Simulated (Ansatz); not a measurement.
System: C2HF3O, charge 0, multiplicity 1. SMILES: FC(F)(C=O)F
Structure (B3LYP-D3(BJ)/def2-TZVP (Ansatz, a quantum-chemistry and plane-wave program) minimum search):
```
C
F 1 1.3265
F 1 1.3465 2 108.93
F 1 1.3465 2 108.93 3 -117.37
C 1 1.5438 2 112.79 3 121.32
O 5 1.1917 1 122.80 2 0.00
H 5 1.1053 6 124.13 1 -180.00
```
Charge 0, spin multiplicity 1.

Wanted: atomisation energy, in kcal/mol. Conventions: atomisation electronic, to ground-state atoms; spin-orbit terms left out; dispersion terms only where a functional's name holds one; open shells spin-unrestricted; non-relativistic; 6-311+G** with 5d; valence correlation only. CBS marks a two-point X^-3 extrapolation of the correlation energy; Hartree-Fock from the larger set. The bracket is a focal-point correction in the basis named. First-principles rows: single points at B3LYP-D3(BJ) geometries (Ansatz).

```tsv
species	coefficient	E at B3LYP/6-311+G** (Ansatz), Eh	E at wB97M-V/def2-TZVPD (Ansatz), Eh
O=CC(F)(F)F	-1	-451.68822	-451.64073
C atom	+2	-37.85727	-37.84643
F atom	+3	-99.76058	-99.74647
H atom	+1	-0.50216	-0.49411
O atom	+1	-75.08988	-75.07806
```

Coupled cluster (Ansatz) is a level with limits of its own, used here on species with T1 under 0.025 (0.045 for open shells) and stable references: RI-MP2/CBS(aug-cc-pVTZ,aug-cc-pVQZ)+[CCSD(T)-MP2]/aug-cc-pVTZ. Value to compare with, RI-MP2/CBS(aug-cc-pVTZ,aug-cc-pVQZ)+[CCSD(T)-MP2]/aug-cc-pVTZ (Ansatz): 711.2 kcal/mol. 1 Eh = 627.5095 kcal/mol.

Problem. Work the quantity out at each level, and compare with RI-MP2/CBS(aug-cc-pVTZ,aug-cc-pVQZ)+[CCSD(T)-MP2]/aug-cc-pVTZ (Ansatz).

Solution. 
- B3LYP/6-311+G**: the sum of coefficient times E is 1.09990 Eh, or 690.20 kcal/mol. Result: 690.2 kcal/mol. Its difference against RI-MP2/CBS(aug-cc-pVTZ,aug-cc-pVQZ)+[CCSD(T)-MP2]/aug-cc-pVTZ (Ansatz) is -21.0 kcal/mol.
- wB97M-V/def2-TZVPD: the sum of coefficient times E is 1.13629 Eh, or 713.03 kcal/mol. Result: 713.0 kcal/mol. Its difference against RI-MP2/CBS(aug-cc-pVTZ,aug-cc-pVQZ)+[CCSD(T)-MP2]/aug-cc-pVTZ (Ansatz) is 1.8 kcal/mol.
